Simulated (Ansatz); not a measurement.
Mulliken charges of C$_{3}$H$_{5}$BO, SMILES `OCB1C=C1` from r2SCAN/def2-TZVPP in Ansatz (PBE0-D4/def2-TZVP geometry).

| atom | x (Å) | y (Å) | z (Å) | charge (e) |
| --- | --- | --- | --- | --- |
| O1 | -1.407 | -1.689 | 0.134 | -0.385 |
| C2 | -0.162 | -1.262 | -0.402 | 0.142 |
| B3 | 0.277 | 0.177 | -0.024 | -0.146 |
| C4 | 0.027 | 1.491 | 0.595 | -0.059 |
| C5 | 1.208 | 1.315 | -0.020 | -0.047 |
| H6 | -1.908 | -0.906 | 0.372 | 0.206 |
| H7 | 0.604 | -1.974 | -0.071 | 0.037 |
| H8 | -0.173 | -1.345 | -1.501 | 0.036 |
| H9 | -0.495 | 2.267 | 1.139 | 0.108 |
| H10 | 2.112 | 1.875 | -0.218 | 0.109 |

Problem. By hand: the dipole of these point charges (1 e Å = 4.8032 D).

Solution. Σ q r = (0.220, 0.437, -0.020) e Å, of length 0.490 e Å = 2.35 D.

Problem. How does the dipole of the full density compare? (An estimate is asked.)

Solution. The calculation gave: (0.170, 0.495, 0.008) e Å, 2.51 D; the point charges give 0.94 times that, at 8° from its direction.

Point charges leave out the atoms' own dipoles, such as those of lone pairs, and Mulliken's split depends on the basis, so the close match here is no proof of good charges.
